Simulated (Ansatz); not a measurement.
The cluster Se3⁻. Total charge -1; doublet. Geometry PBE0-D4/def2-TZVPD; atoms count from 1.

```xyz
3

Se   -1.563    1.096   -0.391
Se    1.496   -0.641    1.072
Se    0.068   -0.455   -0.681
```

The structure comes from a short search, and lower isomers may exist.

Question: Estimate the Mulliken populations from the PBE0/def2-TZVPD orbitals of Ansatz.

Answer: 
```csv
atom,charge (e),spin (α − β)
Se1,-0.53,0.32
Se2,-0.53,0.32
Se3,0.07,0.36
```
Mulliken values depend strongly on the basis. With diffuse functions, as here, like atoms can get unlike values, and bond orders can come out too low or too high.

Question: Where does the spin sit?

Answer: Summed by element: Se 1.00, of 1 unpaired in all. Largest on single atoms: Se3 0.36, Se1 0.32, Se2 0.32.

Question: And the Mayer bond orders between heavy atoms (over 0.3)?

Answer: Se1–Se3 1.22 (2.27 Å); Se2–Se3 1.22 (2.27 Å).
